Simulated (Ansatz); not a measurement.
## Molecular dynamics of C2H7ClZn

input.yaml

```yaml
crystal:
  periodic: [false, false, false]
  atoms:
    - { symbol: Zn, position_ang: [0.881429, -0.963243, 0.326068] }
    - { symbol: H, position_ang: [1.676719, -2.160416, 1.200859] }
    - { symbol: C, position_ang: [0.358882, 0.393817, -0.975573] }
    - { symbol: C, position_ang: [-0.85572, 1.19656, -0.497485] }
    - { symbol: H, position_ang: [0.740321, -2.071432, 1.844567] }
    - { symbol: Cl, position_ang: [-0.627728, -1.563236, 2.306953] }
    - { symbol: H, position_ang: [0.14648, -0.127783, -1.933984] }
    - { symbol: H, position_ang: [1.232697, 1.051627, -1.169698] }
    - { symbol: H, position_ang: [-1.72565, 0.544816, -0.274719] }
    - { symbol: H, position_ang: [-1.186555, 1.936357, -1.259326] }
    - { symbol: H, position_ang: [-0.640873, 1.762832, 0.432235] }
magnetization:
  spin_polarized: true
basis:
  gaussian: { orbitals: def2-SVP }
hamiltonian:
  xc: pbe
  dispersion: d4
md:
  timestep: 0.5
  n_steps: 200
  ensemble: nve
  temperature: 300.0
  initial_velocities: maxwell_boltzmann
  seed: 8034
```

Run as:

```bash
$ ansatz run input.yaml --threads 4 --pin off --max-ram 5120MiB --backend cpu --events-out ev --progress --plain --runs-dir out
```

It starts at the highest image of a converged band, a first-order saddle point between two minima.

Output, in part (step lines, the closing report, with atoms numbered from 0):

```
md step     0: t =     0.00 fs  T =   300.0 K  F+E_penalty+E_count = -63101.96502319 eV  E_kin = 0.349002 eV  conserved = -63101.61602119 eV  (31 SCF iters)
[... lines left out ...]
Total energy: -63101.88925800 eV, -2318.9516582347 hartree
Atom 0 at     1.151978    -0.923408     0.145277 Å, force    -0.235121     0.114048     0.201705 eV/Å
Atom 1 at     1.954311    -1.899859     1.095604 Å, force    -0.072373     0.025113    -0.093347 eV/Å
Atom 2 at     0.102149     0.273482    -1.018015 Å, force     0.310535     0.231076    -0.283883 eV/Å
Atom 3 at    -0.874154     1.229369    -0.302273 Å, force     1.353544    -0.730951     0.819673 eV/Å
Atom 4 at     0.167040    -2.229043     2.334521 Å, force    -0.832615     0.557591     0.125479 eV/Å
Atom 5 at    -1.003155    -1.598852     2.559254 Å, force     0.960032    -0.499717    -0.245150 eV/Å
Atom 6 at    -0.431327    -0.416994    -1.700891 Å, force    -0.150936    -0.030889    -0.188253 eV/Å
Atom 7 at     0.831246     0.836297    -1.666614 Å, force    -0.307824    -0.164287     0.199870 eV/Å
Atom 8 at    -1.526769     0.658312     0.358653 Å, force    -0.411822    -0.354240     0.467049 eV/Å
Atom 9 at    -1.541594     1.813870    -0.920840 Å, force    -0.274007     0.630395    -0.821816 eV/Å
Atom 10 at    -0.275783     1.885176     0.372354 Å, force    -0.339411     0.221860    -0.181329 eV/Å
Dipole moment:     0.173865    -0.080175    -0.106262 e Å
```

The steps, from the saved trajectory:

```
time (fs)  T (K)  potential energy less start (eV)  conserved less start (meV/atom)
      0.0    300                             0.000                             0.00
      3.0    190                             0.130                             0.14
      6.0    178                             0.142                             0.04
      9.0    115                             0.217                             0.15
     12.0    196                             0.122                             0.05
     15.0    182                             0.138                             0.10
     18.0    169                             0.153                             0.08
     21.0    177                             0.144                             0.07
     24.0    172                             0.150                             0.12
     27.0    224                             0.090                             0.06
     30.0    217                             0.097                             0.13
     33.0    287                             0.015                             0.03
     36.0    257                             0.051                             0.12
     39.0    249                             0.060                             0.05
     42.0    163                             0.161                             0.15
     45.0    214                             0.100                             0.05
     48.0    207                             0.110                             0.11
     51.0    253                             0.055                             0.05
     54.0    220                             0.095                             0.09
     57.0    213                             0.102                             0.11
     60.0    248                             0.061                             0.07
     63.0    249                             0.061                             0.11
     66.0    297                             0.004                             0.04
     69.0    248                             0.062                             0.12
     72.0    269                             0.037                             0.05
     75.0    212                             0.104                             0.13
     78.0    222                             0.092                             0.06
     81.0    179                             0.142                             0.11
     84.0    213                             0.102                             0.06
     87.0    219                             0.096                             0.09
     90.0    221                             0.093                             0.09
     93.0    207                             0.109                             0.09
     96.0    221                             0.093                             0.09
     99.0    248                             0.061                             0.06
```

All steps were run. The conserved energy stayed within 0.17 meV per atom of its start (net change 0.082 meV per atom), so the integration is sound. A run of 0.1 ps of so small a system gives no equilibrium averages. The orbitals stay closed-shell, which can raise the energy where a bond breaks towards radicals; this wasn't checked here.

Between its relaxed ends the band would form Zn1–Cl6, H2–H5 and break Zn1–H2, H5–Cl6. These pairs go: Zn1–Cl6 2.56 → 3.31 Å, H2–H5 1.14 → 2.20 Å, Zn1–H2 1.68 → 1.58 Å, H5–Cl6 1.53 → 1.35 Å. In the last frame they stand as before the step (other bonds may differ from the relaxed reactants and products). Also parted: Zn1–H5 1.89 → 2.73 Å. It ends as C2H6Zn + ClH. Pairs count as bonded within 1.25 times the sum of covalent radii (0.12 Å more for H–H).

Last frame:

```xyz
11
Properties=species:S:1:pos:R:3
Zn 1.152 -0.923 0.145
H 1.954 -1.900 1.096
C 0.102 0.274 -1.018
C -0.874 1.229 -0.302
H 0.167 -2.229 2.334
Cl -1.003 -1.599 2.559
H -0.431 -0.417 -1.701
H 0.831 0.836 -1.667
H -1.527 0.658 0.359
H -1.542 1.814 -0.921
H -0.276 1.885 0.372
```

Run time: 12 min on 4 threads of Arm Neoverse N1, with other jobs on the host, peak memory 0.21 GiB.
